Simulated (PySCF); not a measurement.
SMILES CB(C)O[SiH2]O[SiH2]N, GFN2-xTB optimised geometry.

```
20

Si    -2.42    -1.46     2.89
N     -0.85    -0.91     3.33
O     -2.68    -1.01     1.35
Si    -2.17    -0.30     0.00
O     -0.56    -0.30     0.00
B      0.67    -0.56    -0.41
C      1.90    -0.17     0.54
C      0.94    -1.24    -1.82
H     -2.62    -2.91     2.87
H     -3.39    -0.74     3.71
H     -0.16    -0.83     2.61
H     -0.43    -1.18     4.20
H     -2.73    -1.11    -1.07
H     -2.53     1.11     0.00
H      2.73     0.24    -0.02
H      2.28    -1.07     1.04
H      1.62     0.54     1.32
H      1.19    -0.47    -2.56
H      1.79    -1.92    -1.80
H      0.07    -1.77    -2.20
```

Density from B3LYP/def2-SVP (PySCF) at that geometry.

Minimum of the electron density along straight lines between bonded atoms, close to the bond critical point (lines longer than 1.1 times the sum of covalent radii, or with two minima, are not listed):

```json
[
 {"bond": "Si1–N2", "length / Å": "1.718", "ρ at the minimum / e bohr⁻³": "0.125", "∇²ρ there / e bohr⁻⁵": "0.76", "position (fraction from the first atom)": "0.40"},
 {"bond": "Si1–O3", "length / Å": "1.627", "ρ at the minimum / e bohr⁻³": "0.124", "∇²ρ there / e bohr⁻⁵": "1.07", "position (fraction from the first atom)": "0.41"},
 {"bond": "O3–Si4", "length / Å": "1.610", "ρ at the minimum / e bohr⁻³": "0.131", "∇²ρ there / e bohr⁻⁵": "1.13", "position (fraction from the first atom)": "0.59"},
 {"bond": "Si4–O5", "length / Å": "1.611", "ρ at the minimum / e bohr⁻³": "0.128", "∇²ρ there / e bohr⁻⁵": "1.14", "position (fraction from the first atom)": "0.42"},
 {"bond": "O5–B6", "length / Å": "1.323", "ρ at the minimum / e bohr⁻³": "(withheld)", "∇²ρ there / e bohr⁻⁵": "(withheld)", "position (fraction from the first atom)": "0.67"},
 {"bond": "B6–C7", "length / Å": "1.597", "ρ at the minimum / e bohr⁻³": "0.177", "∇²ρ there / e bohr⁻⁵": "-0.20", "position (fraction from the first atom)": "0.32"},
 {"bond": "B6–C8", "length / Å": "1.594", "ρ at the minimum / e bohr⁻³": "0.178", "∇²ρ there / e bohr⁻⁵": "-0.20", "position (fraction from the first atom)": "0.32"},
 {"bond": "Si1–H9", "length / Å": "1.468", "ρ at the minimum / e bohr⁻³": "0.119", "∇²ρ there / e bohr⁻⁵": "0.33", "position (fraction from the first atom)": "0.49"},
 {"bond": "Si1–H10", "length / Å": "1.461", "ρ at the minimum / e bohr⁻³": "0.120", "∇²ρ there / e bohr⁻⁵": "0.33", "position (fraction from the first atom)": "0.49"},
 {"bond": "N2–H11", "length / Å": "1.008", "ρ at the minimum / e bohr⁻³": "0.330", "∇²ρ there / e bohr⁻⁵": "-1.52", "position (fraction from the first atom)": "0.77"},
 {"bond": "N2–H12", "length / Å": "1.005", "ρ at the minimum / e bohr⁻³": "0.332", "∇²ρ there / e bohr⁻⁵": "-1.52", "position (fraction from the first atom)": "0.76"},
 {"bond": "Si4–H13", "length / Å": "1.460", "ρ at the minimum / e bohr⁻³": "0.121", "∇²ρ there / e bohr⁻⁵": "0.34", "position (fraction from the first atom)": "0.49"},
 {"bond": "Si4–H14", "length / Å": "1.458", "ρ at the minimum / e bohr⁻³": "0.122", "∇²ρ there / e bohr⁻⁵": "0.33", "position (fraction from the first atom)": "0.49"},
 {"bond": "C7–H15", "length / Å": "1.087", "ρ at the minimum / e bohr⁻³": "0.271", "∇²ρ there / e bohr⁻⁵": "-0.96", "position (fraction from the first atom)": "0.62"},
 {"bond": "C7–H16", "length / Å": "1.090", "ρ at the minimum / e bohr⁻³": "0.267", "∇²ρ there / e bohr⁻⁵": "-0.93", "position (fraction from the first atom)": "0.62"},
 {"bond": "C7–H17", "length / Å": "1.087", "ρ at the minimum / e bohr⁻³": "0.273", "∇²ρ there / e bohr⁻⁵": "-0.97", "position (fraction from the first atom)": "0.62"},
 {"bond": "C8–H18", "length / Å": "1.089", "ρ at the minimum / e bohr⁻³": "0.268", "∇²ρ there / e bohr⁻⁵": "-0.94", "position (fraction from the first atom)": "0.62"},
 {"bond": "C8–H19", "length / Å": "1.087", "ρ at the minimum / e bohr⁻³": "0.272", "∇²ρ there / e bohr⁻⁵": "-0.97", "position (fraction from the first atom)": "0.62"},
 {"bond": "C8–H20", "length / Å": "1.087", "ρ at the minimum / e bohr⁻³": "0.273", "∇²ρ there / e bohr⁻⁵": "-0.97", "position (fraction from the first atom)": "0.62"}
]
```

**Question.** Fill in the missing entries.

**Answer.** 
- O5–B6, ρ at the minimum / e bohr⁻³: 0.211
- O5–B6, ∇²ρ there / e bohr⁻⁵: 1.29
